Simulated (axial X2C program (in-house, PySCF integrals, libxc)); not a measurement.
**RbSe along the bond: HF, 2c**

Computed with an in-house all-electron X2C program for linear molecules (integrals from PySCF). Two-component (2c) means X2C with spin–orbit coupling and atomic mean-field two-electron Coulomb and Gaunt terms. Basis: Rb dyall-cv3z [12s13p8d4f1g], Se dyall-cv3z [8s9p6d4f1g] (cores contracted in-house); Gaussian nuclei, density fitting, unrestricted open shells. Masses: Rb 84.912 u, Se 79.917 u.

State: Ω = 3/2 (⟨Sz⟩ = 0.50, ⟨Lz⟩ = 1.00 at HF). Dipoles are positive if Se is the positive end.

Results along the bond:

| R (Å) | μ (D) | HOMO (eV) | LUMO (eV) |
| --- | --- | --- | --- |
| 2.797 | -10.160 | -6.70 | -0.25 |
| 2.890 | -10.589 | -6.59 | -0.28 |
| 2.982 | -11.018 | -6.49 | -0.32 |
| 3.074 | -11.447 | -6.40 | -0.35 |
| 3.182 | -11.950 | -6.30 | -0.40 |
| 3.289 | -12.457 | -6.20 | -0.44 |
| 3.428 | -13.113 | -6.08 | -0.50 |
| 3.597 | -13.925 | -5.95 | -0.56 |

The state is one determinant whose occupation by symmetry is held fixed; it was picked as the lowest of a PBE0 search that is not exhaustive. Other states lie close and PBE0, whose exact exchange favours high spin, may order them wrongly; the determinant shown need not be the ground state. The nearest other 2c determinant of the search, Ω = 1/2, lies 0.16 eV up at the distance of the search.
